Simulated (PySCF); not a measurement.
Ta(NH)(F)(Cl)2 (Cl₂FHNTa), SMILES [NH]=[Ta]([F])([Cl])[Cl], multiplicity 1.

The structure is a stationary point at B3LYP-D3(BJ)/def2-SVP. The multiplicity is an assumed one; no other spin state was optimised. The structure was generated by enumeration; whether it is a known compound was not checked. The def2 effective core potentials stand for the cores of Ta; spin–orbit coupling is left out.

Calculation: B3LYP-D3(BJ)/def2-SVP in PySCF.

Frequencies are harmonic and unscaled.

```tsv
mode	ν (cm⁻¹)	IR (km/mol)	moving atoms (share of kinetic energy)
1	100	1.1	Cl 83 %, Ta 13 %
2	139	2.5	F 73 %, Cl 21 %
3	140	3.5	Cl 39 %, F 26 %, Ta 22 %, N 11 %
4	206	0.4	N 62 %, Cl 19 %, H 16 %
5	240	0.8	N 47 %, F 33 %, H 12 %
6	391	28.7	Cl 86 %, Ta 12 %
7	402	71.9	Cl 74 %, Ta 25 %
8	554	161.6	H 81 %, N 18 %
9	592	166.6	H 81 %, N 18 %
10	688	94.4	F 89 %, Ta 10 %
11	1014	101.2	N 85 %, Ta 8 %
12	3649	208.8	H 92 %
```
